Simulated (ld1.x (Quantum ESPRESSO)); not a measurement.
# Before and after: RRKJ potential for zirconium

```json
{"Element": "zirconium", "Generator": "ld1.x (Quantum ESPRESSO) 7.5", "Type": "norm-conserving RRKJ (Kleinman–Bylander form)", "Functional": "PBE", "Relativity": "scalar-relativistic", "Frozen core": "[Kr]", "Valence charge": "4", "Reference configuration": "4d2 5s0.5 5p0 (charge +1.5)", "Partial waves": "5p (bound, empty): rc 2.95 bohr; 4d (bound): rc 2.65 bohr; 5s (bound): rc 3.05 bohr", "Local potential": "the s channel", "Core correction": "none", "rho0": "0.01"}
```

Change: functional PBEsol.

Cutoffs: the cutoffs (Ry, on a coarse ladder) from which the occupation-weighted sum of valence levels, in a spherical-Bessel basis at the reference potential, stays within 10 and 1 mRy of its value at 400 Ry; they do not see the model core or the augmentation charge, which bear on the density cutoff. Errors are all-electron minus pseudo energies relative to the spin-unpolarised reference configuration.

Task: Predict the effect on cutoff, ghosts and configuration errors.

Result: The potential gets neither clearly harder nor softer (18 Ry and 25 Ry → 18 Ry and 25 Ry); of the 7 tests that both files solve, the error grows in 0 and shrinks in 7 by more than 15 % and 0.3 meV (median size 46.9 → 30.4 meV); neither file shows a bound ghost.

```tsv
quantity	base	changed
cutoff, loose	18 Ry	18 Ry
cutoff, tight	25 Ry	25 Ry
bound ghosts	none	none
error for 4d2 5s2 5p0, meV [ΔE -12.85 → -12.89 eV]	+125	+35
error for 4d2 5s1 5p0, meV [ΔE -5.71 → -5.71 eV]	+27	+10
error for 4d2 5s0 5p0, meV [ΔE 7.23 → 7.19 eV]	+47	+30
error for 4d3 5s1 5p0, meV [ΔE -11.65 → -11.68 eV]	+32	-9.4
error for 4d1 5s2 5p0, meV [ΔE -5.18 → -5.20 eV]	+209	+117
error for 4d1 5s2 5p1, meV [ΔE -9.84 → -9.86 eV]	+252	+104
error for 4d2 5s0 5p1, meV [ΔE -1.99 → -1.97 eV]	+18	+9.9
s: phases at 3.29 bohr within 0.05 rad from the reference energy up to (Ry; the scan ends near 5)	1.0	1.0
p: phases at 3.29 bohr within 0.05 rad from the reference energy up to (Ry; the scan ends near 5)	1.4	1.4
d: phases at 3.29 bohr within 0.05 rad from the reference energy up to (Ry; the scan ends near 5)	-0.0	-0.0
```
